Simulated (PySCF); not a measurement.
# Electron correlation in Te (tellurium, neutral)

[Kr] 4d10 5s1 5p5, high-spin 3P determinant (an excited configuration). Calculation: PySCF 2.14, in aug-cc-pwCVTZ-DK3 (10s9p7d4f1g, 109 functions); the spin-free X2C one-electron Hamiltonian (Gaussian nucleus). Frozen: [Kr] 4d10; 6 electrons correlated.

MP2 pair energies summed by pair of shells (mhartree):

| pair | energy | share (%) |
| --- | --- | --- |
| 5p-5p | -102.62 | 87.6 |
| 5s-5p | -14.49 | 12.4 |

Total MP2 correlation energy: -117.10 mhartree.

Same-spin part -22.06 and opposite-spin part -95.05 mhartree; SCS-MP2 scales them by 1/3 and 6/5 to -121.41 mhartree.
